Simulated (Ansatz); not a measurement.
Species: [Zn(SH)2] (charge 0, multiplicity 1).

Problem. Give a relaxed geometry from Ansatz (a program for electronic structure) with PBE-D3(BJ)/def2-SVP.

Solution. One answer among several that fit: the end point of this relaxation, one of several conformers.
Cartesian coordinates (Å) in one orientation:
```xyz
5

Zn     0.093     0.047     0.098
S      1.328    -1.442    -0.910
H      2.192    -0.484    -1.354
S     -1.142     1.524     1.122
H     -1.923     1.696     0.017
```
